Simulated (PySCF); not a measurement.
## Vibration and rotation of NdS

ROHF constants of NdS, quintet, about 3.1 electrons in the 4f shell (Mulliken), real f orbitals that mix terms (Nd x2c-TZVPall, S x2c-TZVPall; spin-free X2C with a Gaussian nucleus (PySCF 2.14); masses 141.9077 and 31.9721 u):

* ωe: 477.5 cm⁻¹
* ωexe: 0.767 cm⁻¹
* Be: 0.11723 cm⁻¹
* αe: 0.000277 cm⁻¹
* D (centrifugal): 2.83e-08 cm⁻¹

(1) Give the vibrational terms G(v) and spacings up to v = 6.

These are scalar-relativistic numbers at best; spin–orbit coupling would shift them, the dissociation energy most. Hartree–Fock leaves out correlation, which carries a large part of most bond energies and some tenths to 1 eV of ionisation energies. The state is the lowest single determinant that the PBE0 search found; with open d or f shells the true ground state can be another one.

## Answers

(1) G(v) = ωe(v+½) − ωexe(v+½)².

```csv
v,G(v) (cm⁻¹),G(v) − G(v−1),Bv (cm⁻¹)
0,238.6,,0.1171
1,714.5,476.0,0.1168
2,1189.0,474.4,0.1165
3,1661.9,472.9,0.1163
4,2133.2,471.4,0.1160
5,2603.0,469.8,0.1157
6,3071.3,468.3,0.1154
```
